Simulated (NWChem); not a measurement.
Species: CH3BClFO; SMILES COB(F)Cl

```xyz
8

B      0.5418     0.1622     0.0000
F      1.7284     0.7513     0.0000
Cl    -0.9000     1.2121     0.0000
O      0.4919    -1.1736     0.0000
C     -0.6774    -1.9877     0.0000
H     -0.6529    -2.6216    -0.8907
H     -0.6529    -2.6216     0.8907
H     -1.5913    -1.3880     0.0000
```
Atoms are numbered in this order, from 1.

Level: B3LYP/6-31G* (spherical d) (NWChem), optimised geometry, unscaled harmonic frequencies. 

```
frequency (cm⁻¹)  IR intensity (km/mol)
----------------  ---------------------
26                                  0.0
158                                 3.2
223                                 4.6
369                                 2.9
463                                 5.9
582                                41.3
616                                33.2
1034                              172.6
1189                               72.5
1204                                0.3
1276                              213.7
1458                              368.7
1528                                3.5
1532                                3.9
1556                              224.7
3069                               37.8
3146                               22.7
3155                               16.6
```

```json
{
  "zero_point_energy": "32.3 kcal/mol",
  "thermal correction to the enthalpy at 298.15 K (with zero-point energy)": "36.6 kcal/mol",
  "heat capacity Cv": "17.8 cal/(mol K)",
  "entropy at 298.15 K and 1 atm (symmetry number 1)": "79.8 cal/(mol K)",
  "dipole_moment": "2.47 D"
}
```

Rigid rotor and harmonic oscillator; modes under 100 cm⁻¹ make the entropy uncertain.
